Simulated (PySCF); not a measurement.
Ligands exchanged one at a time, Sn Cl-OH. All species are isolated molecules in the gas phase. One relaxed conformer stands for each flexible species; it need not be the lowest. Strings in code marks are SMILES.

Level of theory: r2SCAN-D4/def2-TZVP in PySCF. All candidates: neutral, multiplicity 1. Excitations are Tamm–Dancoff values on a coarser integration grid. The basis has no diffuse functions, so Rydberg states are missing or too high.

| Item | Result |
|---|---|
| T1 excitation (TDA) | 4.87 eV |
| LUMO | -2.81 eV |
| S1 excitation (TDA) | 5.28 eV |

Q: Say which member has these values.
A) `[OH][Sn]([Cl])([Cl])[Cl]`
B) `[OH][Sn]([OH])([OH])[Cl]`
C) `[OH][Sn]([OH])([OH])[OH]`

A: B, `[OH][Sn]([OH])([OH])[Cl]`. The others give `[OH][Sn]([OH])([OH])[OH]`: 5.00 eV, -2.40 eV, 5.50 eV; `[OH][Sn]([Cl])([Cl])[Cl]`: 4.53 eV, -3.62 eV, 4.89 eV
